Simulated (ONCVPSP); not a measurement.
Reading a pseudo-wave (copper (Cu))

Columns: radius, all-electron u(r) and pseudo u(r) of the 3d shell (level -14.01 eV) of copper in the configuration [Ne] 3s2 3p6 3d10; LDA (Perdew-Zunger), scalar-relativistic, ONCV scheme, ONCVPSP 4.0.1.

```tsv
r (bohr)	all-electron	pseudo
0.060	0.0316	0.0058
0.120	0.1531	0.0437
0.180	0.3271	0.1343
0.240	0.5076	0.2802
0.300	0.6662	0.4663
0.360	0.7914	0.6640
0.420	0.8809	0.8417
0.480	0.9378	0.9742
0.540	0.9678	1.0496
0.600	0.9768	1.0709
0.660	0.9699	1.0508
0.720	0.9520	1.0071
0.780	0.9264	0.9551
0.840	0.8959	0.9056
0.900	0.8625	0.8636
0.960	0.8276	0.8275
1.020	0.7921	0.7921
1.080	0.7568	0.7568
1.140	0.7222	0.7221
1.200	0.6885	0.6884
1.260	0.6559	0.6558
1.320	0.6245	0.6244
1.380	0.5944	0.5943
1.440	0.5657	0.5656
1.500	0.5383	0.5382
1.560	0.5121	0.5120
```

Question: How many radial nodes do the two functions have?

Answer: The all-electron 3d function has n − l − 1 = 0; the pseudo-wave has 0.

Question: At about which radius was the pseudo-wave matched?

Answer: 0.95 bohr, where the columns begin to agree (steps of 0.06 bohr).

Question: Is the pseudo-wave norm-conserving?

Answer: Yes: the ONCV scheme keeps the norm inside the radius equal to the all-electron one, which fixes the energy derivative of the logarithmic derivative at the level.
